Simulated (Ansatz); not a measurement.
Basis-set extrapolation for CH5ClO2Si2, SMILES `Cl[SiH]1CO[SiH2]O1` (PBE0-D4/def2-TZVP geometry, frozen core, Ansatz). Multiplicity 1, RHF reference.

```csv
,def2-TZVPP,def2-QZVPP
HF,-1228.182246,-1228.223138
MP2 correlation,-1.051383,-1.138988
CCSD(T) correlation,-1.142529,not run
```

Energies in hartree. Use E(X) = E(∞) + A·exp(−7.88·√X) for Hartree–Fock and E(X) = E(∞) + B·X^(−2.97) for correlation, with X = 3 and 4, and add CCSD(T) minus MP2 of the smaller set to the MP2 limit.

Task: What is the CCSD(T) energy at the basis-set limit?

Result: HF limit: -1228.223138 + (-0.040892) × 0.13774 = -1228.22877. MP2 limit: -1.138988 + (-0.087605) × 0.74074 = -1.20388. Higher-order term: -1.142529 − (-1.051383) = -0.09115. Total: -1229.52380 hartree, 124.9 kcal/mol below CCSD(T)/def2-TZVPP.
